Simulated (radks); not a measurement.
Question: Species: As2+. Configuration: [Ar] 3d10 4s2 4p1. All-electron calculation, scalar-relativistic Kohn-Sham, PBE, spin-polarised, spherical densities, point nucleus; open shells are filled with parallel spins first. Program: a radial shooting solver on a logarithmic mesh with Libxc functionals. Some entries of the table are withheld. Estimate them.

| orbital | occ. | eigenvalue (Ry) | <r^2> (bohr^2) |
|---|---|---|---|
| 1s up | 1 | -862.9637 | 0.002786 |
| 1s down | 1 | -862.9597 | 0.002786 |
| 2s up | 1 | -110.8498 | 0.04848 |
| 2s down | 1 | -110.8482 | 0.04848 |
| 2p up | 3 | -97.39481 | 0.03846 |
| 2p down | 3 | -97.39143 | 0.03846 |
| 3s up | 1 | -15.55673 | 0.4124 |
| 3s down | 1 | -15.55152 | 0.4122 |
| 3p up | 3 | -11.39478 | 0.4475 |
| 3p down | 3 | -11.38864 | 0.4470 |
| 3d up | 5 | (1) | 0.5772 |
| 3d down | 5 | (2) | 0.5722 |
| 4s up | 1 | -2.49626 | 3.717 |
| 4s down | 1 | -2.41169 | 3.708 |
| 4p up | 1 | -1.70485 | 5.235 |
| 4p down | 0 | -1.61770 | 5.301 |
| 5s up | 0 | (3) | 20.74 |
| 4d up | 0 | (4) | 13.08 |

Answer: 
(1) 3d up eigenvalue (Ry): -4.55450
(2) 3d down eigenvalue (Ry): -4.54440
(3) 5s up eigenvalue (Ry): -0.80131
(4) 4d up eigenvalue (Ry): -0.75810
